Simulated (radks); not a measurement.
Problem. Species: V4+. Configuration: [Ar] 3d1. All-electron calculation, Dirac Kohn-Sham, PBEsol, spin-unpolarised, spherical densities, point nucleus; open shells are shared between the two j in proportion to 2j + 1. Program: a radial shooting solver on a logarithmic mesh with Libxc functionals. Some entries of the table are withheld. Estimate them.

orbital,occ.,eigenvalue (hartree),<1/r> (bohr^-1),<r^2> (bohr^2)
1s1/2,2,-198.9270,22.82,0.005946
2s1/2,2,-24.20865,4.808,0.1124
2p1/2,2,-20.73689,4.745,(1)
2p3/2,4,-20.47666,4.680,(2)
3s1/2,2,-4.52083,1.530,(3)
3p1/2,2,-3.55995,1.422,1.084
3p3/2,4,-3.52634,1.409,1.099
3d3/2,0.4,-2.02863,1.167,1.413
3d5/2,0.6,-2.02499,1.165,1.419
4s1/2,0,-1.42281,0.5870,(4)
4p1/2,0,-1.17377,0.5302,7.275
4p3/2,0,-1.16780,0.5271,7.345

Solution. 
(1) 2p1/2 <r^2> (bohr^2): 0.09149
(2) 2p3/2 <r^2> (bohr^2): 0.09323
(3) 3s1/2 <r^2> (bohr^2): 0.9773
(4) 4s1/2 <r^2> (bohr^2): 5.957
